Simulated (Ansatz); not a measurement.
Frontier orbitals of `[O+]#[C][Co-4]([C]#[O+])([C]#[O+])([C]#[O+])[Si](Cl)(Cl)Cl`.

The species carries charge 0 and has multiplicity 1. Correlated methods include outer-core shells of Co, which these sets cover unevenly. Scalar relativity is left out up to krypton. Geometry: relaxed with PBE0-D4/def2-TZVP. It is one conformer, not always the lowest. Basis def2-TZVPP, Ansatz 0.2.0.

Orbital energies of one run (eV). Highest occupied ones, from the top: -10.66, -10.66, -11.14, -11.93, -12.13, -12.13, -12.41, -12.41, -13.10, -13.10, -14.01, -14.79, -14.79, -16.52. Empty: 0.65, 0.73, 0.73, 1.53, 1.53, 1.63.

(1) Which functional gave them?
A. PBE0
B. LC-ωPBE
C. PBE
D. r2SCAN0

Results:

(1) B. HOMO energies: LC-ωPBE -10.66, PBE -6.84, PBE0 -8.10, r2SCAN0 -8.28 eV.

LC-ωPBE has ω = 0.4 bohr⁻¹.
